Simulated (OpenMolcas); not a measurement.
Ionisation energies of neon

| Property | Result |
| --- | --- |
| Program | OpenMolcas |
| Basis | ANO-RCC-VTZP [4s3p2d1f] |
| Scalar Hamiltonian | DKH2, point nucleus |
| Spin-orbit coupling | state interaction with AMFI integrals over the reference wave functions, term energies averaged over their components |

Active shells in each charge state: the valence s, p shells, with orbitals averaged over the low states. Where CASPT2's correlated closed shells are named, they are those of the first ion.

A. CASSCF
B. SS-CASPT2, IPEA 0.25 Eh, imaginary shift 0.1 Eh (closed shells correlated: 1s)
C. SS-CASPT2, IPEA 0 Eh, imaginary shift 0.1 Eh (closed shells correlated: 1s)

Energies in eV between the lowest computed levels, named as in B; reference values from the NIST Atomic Spectra Database with their kind.

| From | To | A | B | C | Spin-orbit share in B | Reference |
| --- | --- | --- | --- | --- | --- | --- |
| Ne 2s² 2p⁶ ¹S₀ | Ne+ 2s² 2p⁵ ²P°_3/2 | 19.811 | 21.493 | 21.441 | -0.032 | 21.565 (measured) |
| Ne+ 2s² 2p⁵ ²P°_3/2 | Ne2+ 2s² 2p⁴ ³P₂ | 39.309 | 40.696 | 40.665 | -0.006 | 40.963 (measured) |
| Ne2+ 2s² 2p⁴ ³P₂ | Ne3+ 2s² 2p³ ⁴S°_3/2 | 61.771 | 63.041 | 63.024 | +0.038 | 63.423 (measured) |
| Ne3+ 2s² 2p³ ⁴S°_3/2 | Ne4+ 2s² 2p² ³P₀ | 95.975 | 97.078 | 97.114 | -0.095 | 97.190 (semi-empirical) |
| Ne4+ 2s² 2p² ³P₀ | Ne5+ 2s² 2p ²P°_1/2 | 125.010 | 126.038 | 126.071 | -0.012 | 126.247 (measured) |
| Ne5+ 2s² 2p ²P°_1/2 | Ne6+ 2s² ¹S₀ | 156.594 | 157.598 | 157.627 | +0.106 | 157.934 (measured) |
| Ne6+ 2s² ¹S₀ | Ne7+ 2s ²S_1/2 | 207.043 | 207.087 | 207.087 | +0.000 | 207.271 (measured) |
| Ne7+ 2s ²S_1/2 | Ne8+ 1s² ¹S₀ | 238.939 | 238.968 | 238.969 | +0.000 | 239.097 (semi-empirical) |

Error against the reference values, in %:

| From | Reference | A | B | C |
| --- | --- | --- | --- | --- |
| Ne | measured | -8.1 | -0.3 | -0.6 |
| Ne+ | measured | -4.0 | -0.7 | -0.7 |
| Ne2+ | measured | -2.6 | -0.6 | -0.6 |
| Ne3+ | semi-empirical | -1.3 | -0.1 | -0.1 |
| Ne4+ | measured | -1.0 | -0.2 | -0.1 |
| Ne5+ | measured | -0.8 | -0.2 | -0.2 |
| Ne6+ | measured | -0.1 | -0.1 | -0.1 |
| Ne7+ | semi-empirical | -0.1 | -0.1 | -0.1 |

Mean absolute error over the 6 measured values: A 1.31 eV, B 0.24 eV, C 0.25 eV.

° marks odd parity.
